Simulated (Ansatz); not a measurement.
Calculated with Ansatz (gas phase, PBE0-D4/def2-TZVP geometries, no zero-point term in ΔE). CCSD(T)/CBS is the MP2 limit (def2-TZVPP, def2-QZVPP) plus CCSD(T) − MP2 in def2-TZVPP, frozen cores. Elements past krypton have def2 core potentials. For Br, Cd, Sn outer-core shells are correlated without core-valence functions, which leaves a few kJ/mol of doubt a bond. Scalar relativity is left out up to krypton. Each species was taken in one conformer, which may not be the lowest.

Reaction (redistribution): `[SiH3][O][Cd][Cl]` + `[Br][SnH3]` → `[SiH3][O][Cd][Br]` + `[Cl][SnH3]`

```tsv
species	SCS-MP2/def2-QZVPP energy (Eh)
`[SiH3][O][Cd][Cl]`	-993.43006
`[Br][SnH3]`	-2788.62708
`[SiH3][O][Cd][Br]`	-3106.70369
`[Cl][SnH3]`	-675.35725
```

Work out ΔE.

ΔE = (-3106.70369) + (-675.35725) − (-993.43006) − (-2788.62708) = -0.00380 Eh = -10.0 kJ/mol. CCSD(T)/CBS gives -9.6 kJ/mol.

Largest T1 diagnostic among the species: 0.014.

Leaving LDA and LC-ωPBE aside and taking each functional with its dispersion term where it has one, the values, not all of them listed here, spread over 2.1 kJ/mol, from BHLYP-D4 to revPBE-D4.
